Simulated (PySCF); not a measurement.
An unknown gives this computed stick spectrum. Computed with TDDFT CAM-B3LYP/def2-SVPD, vertical, gas phase, core orbitals frozen in the response (PySCF). Geometries: PBE0-D3(BJ)/def2-SVP, one conformer each.

```csv
state,λ (nm),f
S1,250.9,0.0003
S2,199.1,0.016
S3,189.9,0.036
S4,176.3,0.038
S5,172.9,0.031
S6,172.5,0.027
S7,167.6,0.0058
S8,167.3,0.0057
S9,162.7,0.028
S10,158.8,0.037
```

Triplets computed (Tamm–Dancoff): 4.52, 5.55, 5.84, 6.37 eV.

Orbital energies (eV): HOMO-3 -10.87, HOMO-2 -10.14, HOMO-1 -9.53, HOMO -8.16, LUMO 0.86, LUMO+1 1.05, LUMO+2 1.27.

Task: Which structure fits? All have the formula C2H6OSSi.
A. `CC(=S)O[SiH3]`
B. `CC(=O)[SiH2]S`
C. `[SiH3]O[C@H]1CS1`

Result: C. Its S1, at 4.94 eV, is the highest among the candidates; the nearest of the others has S1 at 3.76 eV. S1 is HOMO→LUMO (76%), HOMO→LUMO+1 (9%). Löwdin shares by element: HOMO sulfur 75%, carbon 16%; LUMO sulfur 44%, carbon 22%, silicon 11% (atoms not listed hold the other 22%). At the same level the other candidates give, for their lowest levels:
- `CC(=S)O[SiH3]`: 359 nm (f 0.000); 225 nm (f 0.124); 201 nm (f 0.136); 196 nm (f 0.001); 188 nm (f 0.010); T1 3.10 eV; HOMO -8.14, LUMO -0.49 eV
- `CC(=O)[SiH2]S`: 330 nm (f 0.001); 224 nm (f 0.007); 201 nm (f 0.028); 197 nm (f 0.001); 186 nm (f 0.005); T1 3.12 eV; HOMO -8.71, LUMO -0.34 eV

Conformer computed: `[SiH3:1][O:2][C@H:3]1[CH2:4][S:5]1`: Si1–O2–C3–C4 -142°.
